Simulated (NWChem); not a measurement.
**Total energies of H₂Sb**

```
Sb
H 1 1.7280
H 1 1.7280 2 90.14
```
Charge 0, spin multiplicity 2.

All runs are NWChem calculations. The geometry was optimised at UB3LYP/def2-SVP with def2 effective core potentials on Sb, a minimum by its harmonic frequencies.

Basis set: def2-TZVP (62 functions).

| method | total energy (Ha) | relative cost |
|---|---|---|
| UHF | -240.40329 | 1 |
| UMP2 | -240.73294 | under 3 |
| UB2PLYP | -241.20186 | under 3 |
| UPBE | -241.40678 | under 3 |
| UB3LYP | -241.50478 | under 3 |
| UM06-2X | -241.33085 | under 3 |

Total energies of different functionals aren't comparable as a measure of quality: only differences taken within one method are. Costs are rough ratios of processor time within this set of runs, SCF included, with UHF as 1.

Effective core potentials replace the inner electrons of Sb; spin-orbit coupling is left out. The correlated methods keep 4 core orbitals frozen. B3LYP has NWChem's definition, with VWN1-RPA local correlation. The structure started from a generated list of species. The unpaired electrons of the parent sit in orbitals of symmetry b2 (C2v labels of the run); other states weren't searched. The stability of the SCF solutions was not checked. Open-shell Hartree-Fock references start from PBE0 orbitals; any time given for them includes that run.
